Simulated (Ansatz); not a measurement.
`C=[C](F)[GaH2]` + NH₃ → `[NH2][GaH2]` + `C=CF` at 400 K and 1 bar (ligand exchange at a Ga–C bond).

Calculated with Ansatz (gas phase, PBE0-D4/def2-TZVP geometries, no zero-point term in ΔE). CCSD(T)/CBS is the MP2 limit (def2-TZVPP, def2-QZVPP) plus CCSD(T) − MP2 in def2-TZVPP, frozen cores. This one scheme is used for every species. For Ga outer-core shells are correlated without core-valence functions, which leaves a few kJ/mol of doubt a bond. Scalar relativity is left out up to krypton.

```json
{"species": "`C=[C](F)[GaH2]`", "CCSD(T)/CBS energy (Eh)": "-2102.18893", "H − E (kJ/mol)": "151.2", "S (J/(mol·K))": "346.6"}
{"species": "NH₃", "CCSD(T)/CBS energy (Eh)": "-56.50880", "H − E (kJ/mol)": "104.2", "S (J/(mol·K))": "203.1"}
{"species": "`[NH2][GaH2]`", "CCSD(T)/CBS energy (Eh)": "-1981.05479", "H − E (kJ/mol)": "122.4", "S (J/(mol·K))": "284.4"}
{"species": "`C=CF`", "CCSD(T)/CBS energy (Eh)": "-177.66469", "H − E (kJ/mol)": "132.8", "S (J/(mol·K))": "268.3"}
```

H − E and S are ideal-gas, rigid-rotor, harmonic terms from PBE0-D4/def2-TZVP. 1 Eh = 2625.50 kJ/mol, R = 8.31446 J/(mol·K).

Question: By hand: ΔE, ΔH, ΔS and ΔG.

Answer: ΔE = (-1981.05479) + (-177.66469) − (-2102.18893) − (-56.50880) = -0.02175 Eh = -57.1 kJ/mol. Δ(H − E) = 122.4 + 132.8 − 151.2 − 104.2 = -0.2, so ΔH = -57.3 kJ/mol. ΔS = 284.4 + 268.3 − 346.6 − 203.1 = 3.0 J/(mol·K). ΔG = -57.3 − 400 × (3.0)/1000 = -58.5 kJ/mol.

Question: By hand: the equilibrium constant, and the temperature at which ΔG would vanish if ΔH and ΔS stayed fixed.

Answer: log₁₀ K = −ΔG/(RT ln 10) = 7.6. ΔH and −TΔS have one sign here, so there is no such temperature. One of them is within its doubt of zero, so this could turn.

The number of gas molecules stays the same, so ΔS is small and ΔH decides. A doubt of 5 kJ/mol in ΔE shifts log₁₀ K by 0.7 here. These are equilibria of isolated gas molecules and say nothing of rates. Largest T1 diagnostic: 0.014 (customary marks: 0.02 for closed shells, 0.045 for open ones).
